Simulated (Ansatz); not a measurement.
`C[SiH](O)[Si](O)(F)F` + `[OH][GeH2][O][SiH](O)O` → `O[SiH](O)O[Si](O)(F)F` + `C[SiH](O)[GeH2][OH]`  (redistribution)

Isolated molecules relaxed with PBE0-D4/def2-TZVP in Ansatz; ΔE leaves out vibrations. CCSD(T)/CBS adds triple-zeta CCSD(T) − MP2 to the extrapolated MP2 energy (def2 sets, frozen cores). DFT in def2-TZVPP. B3LYP here is the variant with VWN-RPA as its local correlation; programs differ in this. For Ge outer-core shells are correlated without core-valence functions, which leaves a few kJ/mol of doubt a bond. Scalar relativity is left out up to krypton. Each species was taken in one conformer, which may not be the lowest.

`C[SiH](O)[Si](O)(F)F`:

```xyz
13

C    -1.503   -0.955    1.154
Si   -0.253   -0.810   -0.209
O     1.054   -1.732    0.206
Si    0.486    1.395   -0.502
O     1.948    1.319   -1.215
F     0.607    2.202    0.869
F    -0.502    2.284   -1.384
H    -1.100   -0.574    2.095
H    -2.404   -0.387    0.910
H    -1.787   -2.001    1.297
H    -0.840   -1.254   -1.507
H     1.856   -1.608   -0.305
H     2.439    2.121   -1.408
```

`[OH][GeH2][O][SiH](O)O`:

```xyz
12

O    -1.510    0.482    1.877
Ge   -0.495    1.580    0.941
O    -0.232    0.844   -0.664
Si    0.190   -0.665   -1.055
O    -0.089   -1.599    0.273
O     1.783   -0.861   -1.381
H    -1.202   -0.425    1.762
H     0.888    1.772    1.586
H    -1.289    2.868    0.726
H    -0.616   -1.085   -2.220
H     0.452   -2.385    0.368
H     2.121   -0.525   -2.212
```

`O[SiH](O)O[Si](O)(F)F`:

Z-matrix (Å, degrees):
```
Si
O 1 1.630
O 1 1.651 2 107.9
O 1 1.622 2 110.0 3 -121.4
H 1 1.469 2 113.9 3 119.5
H 2 0.962 1 116.7 3 -22.0
Si 3 1.592 1 141.1 2 11.7
H 4 0.959 1 118.4 2 41.2
F 7 1.576 3 111.2 1 125.2
O 7 1.626 3 107.7 1 3.9
F 7 1.577 3 111.2 1 -117.3
H 10 0.958 7 119.9 3 178.8
```

`C[SiH](O)[GeH2][OH]`:

Z-matrix (Å, degrees):
```
C
Si 1 1.865
H 1 1.092 2 111.1
H 1 1.093 2 111.5 3 121.1
H 1 1.094 2 109.6 3 -119.4
O 2 1.655 1 113.0 3 -56.0
Ge 2 2.389 1 110.6 3 62.6
H 2 1.496 1 108.2 3 -178.5
H 6 0.958 2 118.2 1 -65.8
O 7 1.799 2 107.5 1 59.3
H 7 1.546 2 113.6 1 179.7
H 7 1.538 2 113.7 1 -54.4
H 10 0.959 7 111.9 2 74.0
```

| level | ΔE (kcal/mol) | difference from CCSD(T)/CBS |
| --- | --- | --- |
| PBE-D4 | -18.5 | 3.2 |
| B3LYP-D4 | -20.7 | 1.0 |
| ωB97X-V | -19.4 | 2.3 |
| ωB97M-V | -21.3 | 0.4 |
| PBE | -18.7 | 3.0 |
| MP2/def2-TZVPP | -21.2 | 0.5 |
| CCSD(T)/def2-TZVPP | -21.1 | 0.6 |
| MP2/def2-QZVPP | -21.7 | 0.0 |
| SCS-MP2/def2-QZVPP | -21.1 | 0.6 |
| MP2/CBS(def2) | -21.9 | -0.2 |
| CCSD(T)/CBS | -21.7 | 0 |

Largest T1 diagnostic among the species: 0.012.

In def2-TZVPP, CCSD(T) changes the Hartree–Fock value by +1.9 kcal/mol (the triples alone add +0.7 kcal/mol) and MP2 by +1.8 kcal/mol. From PBE to PBE0 (25 % exact exchange), in def2-TZVPP and without D4, ΔE moves by −1.9 kcal/mol.
